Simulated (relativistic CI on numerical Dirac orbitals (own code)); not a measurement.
Slater and spin-orbit integrals, Ba²⁶⁺

Calculated at this level of theory: Dirac-Coulomb-Breit CI, orbitals from a KLI potential per configuration, model QED (radiative potential, 1s self-energy scaled to tabulated hydrogen-like ionisation energies), unscaled Slater integrals (own radial code, finite nucleus).

Slater integrals F^k, G^k are unscaled and averaged over j, outside the closed core [Ar] 3d10; ζ comes from projecting the Hamiltonian with its Breit term on Σ l·s of the shell.

- 4s 4p: G^1(4s,4p) = 220620, ζ(4p) = 117510 cm⁻¹; <r>(4s) = 0.5963, <r^2>(4s) = 0.3991, <r>(4p) = 0.6108, <r^2>(4p) = 0.4213 (bohr units).
- 4p2: F^2(4p,4p) = 168340, ζ(4p) = 117390 cm⁻¹; <r>(4p) = 0.6113, <r^2>(4p) = 0.4219 (bohr units).
- 4s 4d: G^2(4s,4d) = 161850, ζ(4d) = 13989 cm⁻¹; <r>(4s) = 0.5966, <r^2>(4s) = 0.3994, <r>(4d) = 0.6189, <r^2>(4d) = 0.4373 (bohr units).

Averages of the first 10 configurations, taken without configuration mixing, which lowers the lowest level and can move excited configurations by several eV; other configurations of the list can lie among them:

```
Configuration  Parity  States  Average energy above the lowest level (eV)
          4s2    even       1                                         1.8
        4s 4p     odd      12                                        68.8
          4p2    even      15                                       143.3
        4s 4d    even      20                                       173.6
          4d2    even      45                                       348.5
        4s 4f     odd      28                                       276.1
        4p 4d     odd      60                                       244.8
          4f2    even      91                                       552.1
        4p 4f    even      84                                       347.6
        4d 4f     odd     140                                       449.5
```
